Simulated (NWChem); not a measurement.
# Extrapolating the CCSD correlation energy of Cl2Si

```xyz
3

Si     0.0000     0.0000    -0.9417
Cl    -1.6401     0.0000     0.3877
Cl     1.6401     0.0000     0.3877
```
Charge 0, spin multiplicity 1.

Everything below was run with NWChem. All single points use one geometry, from PBE/def2-SVP, a minimum by its harmonic frequencies.

The correlated methods keep 15 core orbitals frozen. The structure started from a generated list of species. No row is a measurement; the coupled-cluster row has its own basis-set and correlation limits.

Worked example. The CCSD correlation energy is -377.77 mHa in cc-pVDZ and -509.08 mHa in cc-pVTZ. The form E(X) = E∞ + A/X³ turns the pair into an estimate of the basis-set limit.

E∞ = (3³·(-509.08) − 2³·(-377.77))/(3³ − 2³) = -564.4 mHa. The larger basis holds 90 % of that. This is a two-point estimate, and a rough one from so small a pair.
